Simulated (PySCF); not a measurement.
Structure problem from calculated spectra and properties.

Formula: C2H11BN2Si.

| Item | Value |
| --- | --- |
| 1H NMR | chemical shifts (computed TMS as zero) by class: 4.52 (2 H), 3.13 (1 H), 0.54 (2 H), 0.40 (6 H) ppm [GIAO HF/pcSseg-1] |
| 13C NMR | chemical shifts (computed TMS as zero) by class: 7.7 (2 C) ppm [GIAO HF/pcSseg-1] |
| Polarisability | 82.2 au [CAM-B3LYP/def2-SVPD] |
| Dipole | 1.63 D [CAM-B3LYP/def2-SVPD] |
| Rotational structure | rotational constants A, B, C: 5.507, 1.347, 1.142 GHz [PBE0-D3(BJ)/def2-SVP] |
| UV, strongest line | among the 10 lowest singlet transitions: S5 at 7.73 eV (160 nm, f = 0.202) [TDDFT CAM-B3LYP/def2-SVPD] |

Gas-phase values; electronic properties from PySCF, density fitting. Levels stand in brackets. One conformer (not necessarily the lowest) at the PBE0-D3(BJ)/def2-SVP geometry, without solvent, vibrations or thermal averaging. Each NMR value is the plain mean over a class of atoms that symmetry, rotation or inversion makes alike.

Question: What is the compound? Reason from the data.

Answer: Numbering: `[CH3:1][B:2]([CH3:3])[NH:4][SiH2:5][NH2:6]`. 2 carbons fall into 1 class: sp3 carbon bound to boron [C1/C3] (7.7 ppm, 2 C, up to 6.0 ppm apart in this geometry). Hydrogen classes from least to most shielded: 2 H on an SiH2 silicon, Si5 (4.52 ppm), 1 H on a silicon-bound nitrogen, N4 (3.13 ppm), 2 H on a silicon-bound nitrogen, N6 (0.54 ppm), 6 H on 2 like atoms (sp3 carbon bound to boron), C1/C3 (0.40 ppm, a mean of values up to 0.6 ppm apart in this geometry). The optimised geometry has point group C1 and is an asymmetric top. Structure: `CB(C)N[SiH2]N`. The assignments are read from this structure; whether some other isomer fits the data as well wasn't checked.

The values belong to the conformer `[CH3:1][B:2]([CH3:3])[NH:4][SiH2:5][NH2:6]`: C1–B2–N4–Si5 179°, B2–N4–Si5–N6 151°, H–N6–Si5–N4 147°, H–N6–Si5–N4 -68°.
